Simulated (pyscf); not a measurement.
PySCF, gas phase, ωB97X-D3(BJ)/def2-SVP geometries. Correlated levels are frozen-core, on RHF or UHF. ΔMP2 is the change of the MP2 total energy from the triple- to the quadruple-zeta basis. Singlets are restricted, triplets unrestricted.

Singlet (Å):
```xyz
4

O     -0.1118    -0.8543     0.3670
Pb    -1.6287     0.5321     0.7887
H     -0.3061    -1.3972    -0.4070
H     -2.6960    -0.0049    -0.6456
```

Triplet (Å):
```xyz
4

O      0.0449    -0.6914    -0.0588
Pb    -1.7800     0.1028     0.6705
H      0.0439    -1.6486     0.0863
H     -3.0227     0.5082    -0.6239
```

Problem. For these two minima of HO–PbH:, which spin state lies lower at CCSD(T)/def2-TZVPP + ΔMP2(QZVPP), and by how much (electronic energies)?

Solution. The singlet, by 54.3 kcal/mol. Zero-point energy shifts E(triplet) − E(singlet) by -0.9 kcal/mol. Other isomers of HO–PbH: [singlet] were not searched in full and may lie lower. 

E(triplet) − E(singlet) by level (kcal/mol):

```
level                               gap
--------------------------------  -----
ωB97X-D3(BJ)/def2-TZVP            +56.2
PBE/def2-TZVP                     +50.6
r²SCAN/def2-TZVP                  +48.1
B3LYP-D3(BJ)/def2-TZVP            +53.0
PBE0-D3(BJ)/def2-TZVP             +50.8
M06-2X/def2-TZVP                  +49.4
ωB97M-D3(BJ)/def2-TZVP            +54.1
HF/def2-TZVP                      +42.7
MP2/def2-QZVPP                    +56.8
CCSD/def2-TZVPP                   +53.7
CCSD(T)/def2-TZVPP                +53.5
CCSD(T)/def2-TZVPP + ΔMP2(QZVPP)  +54.3
```

The triplet is the lowest one reached from the SCF start used. The CCSD(T) − MP2 part came from Ansatz, without density fitting, on the same reference. The frozen core leaves the outer d or s,p core shells of the metals and heavy elements correlated in the MP2 and CC values, and def2-TZVPP describes them poorly, which can shift differences by a few kcal/mol. Elements past Kr carry the def2 core potentials, without spin-orbit coupling.
